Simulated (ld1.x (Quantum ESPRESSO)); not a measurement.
**O (Z = 8): excitation energies, all-electron against RRKJ**

```json
{"Element": "oxygen", "Generator": "ld1.x (Quantum ESPRESSO) 7.5", "Type": "norm-conserving RRKJ (Kleinman–Bylander form)", "Functional": "PBE", "Relativity": "non-relativistic", "Frozen core": "[He]", "Valence charge": "6", "Reference configuration": "2s2 2p3 (charge +1)", "Partial waves": "2p (bound): rc 0.90 bohr; 3d channel at 0.4 Ry: rc 0.75 bohr; 2s (bound): rc 0.55 bohr", "Local potential": "the s channel", "Core correction": "none"}
```

Energies are relative to the spin-unpolarised reference configuration 2s2 2p3; without spin polarisation the order of configurations can differ from experiment.

```tsv
valence configuration	charge	ΔE all-electron (eV)	error AE − PS (meV)
2s2 2p4	0	-16.439	+5.8
2s2 2p2	+2	33.594	+24
2s0 2p6	0	13.389	+215
2s1 2p5	0	-1.543	+82
2s2 2p4.3	-0.3	-18.564	+7.6
```

Task: What are ΔE and the potential's error for 2s2 2p1?

Result: ΔE = 87.466 eV all-electron; the error (AE − PS) is +176 meV.

Task: What are ΔE and the potential's error for 2s2 2p0?

Result: ΔE = 164.368 eV all-electron; the error (AE − PS) is +813 meV.
